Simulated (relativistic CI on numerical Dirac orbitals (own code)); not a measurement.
## Sensitivity of the levels of Lu19+ to α and to the nuclear radius

Calculated at this level of theory: Dirac-Coulomb-Breit CI, separate exchange-only KLI orbitals for each configuration, derivatives by finite differences, unscaled Slater integrals, QED left out (own radial code, finite nucleus).

CI space (outside the closed core [Kr] 4d10): 4f⁶, 4f⁵5s, 4f⁴5s². Levels of other configurations are missing.

With x = (α/α₀)² − 1 an excitation energy changes as ω = ω₀ + qx; K = 2q/ω₀ is the relative enhancement. Terms are leading LS components, so labels can repeat. The field-shift factor is F = δν/δ⟨r²⟩ for the transition from the lowest level.

Lowest level 4f⁶ ⁷F0.

```
   Level  ω₀ (cm⁻¹)  q (cm⁻¹)  F (GHz/fm²)
 4f⁶ ⁷F1     2573.9      5920        0.219
 4f⁶ ⁷F2     6027.9     11610        0.439
 4f⁶ ⁷F3     9699.1     16180        0.626
 4f⁶ ⁷F4    13317.3     19640        0.777
 4f⁶ ⁷F5    16729.1     21990         0.89
 4f⁶ ⁷F6    19765.9     22910        0.955
 4f⁶ ⁵D0    32732.6     -1896        0.268
 4f⁶ ⁵D1    40985.7      8796        0.693
 4f⁶ ⁵D2    50157.0     16760         1.04
 4f⁶ ⁵L6    51477.6      2935        0.562
 4f⁶ ⁵L7    57082.6     12810        0.938
 4f⁶ ⁵G2    59129.6      9403        0.891
 4f⁶ ⁵G6    59228.4     12340        0.961
 4f⁶ ⁵D3    59293.0     19410         1.22
 4f⁶ ⁵G5    59809.1     11530        0.941
 4f⁶ ⁵G3    60580.4     14920         1.07
 4f⁶ ⁵G4    60692.2     13610         1.02
 4f⁶ ⁵L8    60967.0     17840         1.14
 4f⁶ ⁵L9    63540.8     20330         1.26
4f⁶ ⁵L10    63987.5     18080          1.2
 4f⁶ ⁵D4    69144.3     24170         1.46
 4f⁶ ⁵H7    69965.4     16140         1.16
 4f⁶ ³P0    71199.6     10400         1.05
```

At this charge energies of transitions that change n are usually good to better than 1 %, and those within a shell (Δn = 0) to a few per cent. Terms inside the open d or f shell come out 10 to 20 % too wide with unscaled integrals.

Problem. Which transition from the lowest level has the largest |K|?

Solution. 4f⁶ ⁷F1 at 2573.9 cm⁻¹, K = 4.6.
